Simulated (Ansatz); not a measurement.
Consider the redistribution: `CC[O][SbH][CH3]` + `B[SiH2]OC` → `CC[O][SbH][O]C` + `B[SiH2]C`.

Isolated molecules relaxed with PBE0-D4/def2-TZVP in Ansatz; ΔE leaves out vibrations. CCSD(T)/CBS is the MP2 limit (def2-TZVPP, def2-QZVPP) plus CCSD(T) − MP2 in def2-TZVPP, frozen cores. def2 core potentials past Kr. For Sb outer-core shells are correlated without core-valence functions, which leaves a few kJ/mol of doubt a bond. Each species was taken in one conformer, which may not be the lowest.

| level | ΔE (kJ/mol) |
| --- | --- |
| HF/def2-TZVPP | 55.9 |
| MP2/def2-QZVPP | 42.9 |

(1) What does CCSD(T)/CBS give? (Best estimate.)

Largest T1 diagnostic among the species: 0.014.

Answers

(1) Computed: +41.2 kJ/mol. The listed levels differ from it by 14.7, 1.7 kJ/mol.

In def2-TZVPP, CCSD(T) changes the Hartree–Fock value by −11.9 kJ/mol (the triples alone add −3.1 kJ/mol) and MP2 by −10.9 kJ/mol. From PBE to PBE0 (25 % exact exchange), in def2-TZVPP and without D4, ΔE moves by +8.8 kJ/mol.
